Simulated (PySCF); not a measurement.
Structure problem from calculated spectra and properties.

Elements present: Al, C, H and O. Monoisotopic mass: 144.1095 u.

* NMR, other nuclei: isotropic shieldings of nuclei other than C and H, by class: 276 (1 O), 415 (1 Al) ppm [GIAO PBE0/pcSseg-1]
* Polarisability: 117.9 au [PBE0/def2-SVPD]
* 13C NMR: chemical shifts (computed TMS as zero) by class: 84.7 (1 C), 74.6 (1 C), 37.9 (1 C), 31.5 (1 C), 28.5 (1 C), 17.5 (1 C), 15.6 (1 C) ppm [GIAO PBE0/pcSseg-1]
* Rotational structure: rotational constants A, B, C: 1.441, 1.101, 0.760 GHz [PBE0-D3(BJ)/def2-SVP]
* UV, first state: lowest singlet excitation: 6.31 eV (196 nm, f = 0.017) [TDDFT PBE0/def2-SVPD]
* Valence photoelectron: vertical ionisation energy: 9.18 eV [ΔSCF PBE0/def2-SVPD]
* Triplet: lowest triplet excitation (Tamm–Dancoff): 5.92 eV [TDA PBE0/def2-SVPD]

Electronic properties: PySCF, gas phase, density fitting. Levels stand in brackets. Geometry: PBE0-D3(BJ)/def2-SVP, one conformer, isolated molecule. Each NMR value is the plain mean over a class of atoms that symmetry, rotation or inversion makes alike.

**Question.** Which formula fits the mass and the elements?

**Answer.** C7H17AlO (calculated 144.1095). No other formula that holds each of these elements comes within 0.0003 u with a fitting electron parity and a possible valence count.

**Question.** Give a SMILES that accounts for the data.

**Answer.** Numbering: `[CH3:1][CH2:2][CH2:3][C@@H:4]1[CH2:5][CH2:6][CH2:7][O+:8]1[AlH3-:9]`. 7 carbons fall into 7 classes; from least to most shielded: ring sp3 carbon bound to oxygen [C4] (84.7 ppm), ring sp3 carbon bound to oxygen [C7] (74.6 ppm), chain CH2 carbon [C3] (37.9 ppm), ring CH2 carbon [C5] (31.5 ppm), ring CH2 carbon [C6] (28.5 ppm), chain CH2 carbon [C2] (17.5 ppm), methyl carbon [C1] (15.6 ppm). The other shieldings belong to: 276 ppm, oxygen bonded to Al and 2 C [O8]; 415 ppm, aluminium bonded to O and 3 H [Al9]. The first electron is taken from the HOMO, whose largest Löwdin shares are 0.35 on an Al–H hydrogen, 0.35 on the aluminium bonded to O and 3 H, 0.12 on an Al–H hydrogen and 0.09 on an Al–H hydrogen. The optimised geometry has point group C1 and is an asymmetric top. Structure: `[C@H]1(CCC)[O+](CCC1)[AlH3-]`. The assignments are read from this structure; whether some other isomer fits the data as well wasn't checked. The mirror image fits equally.
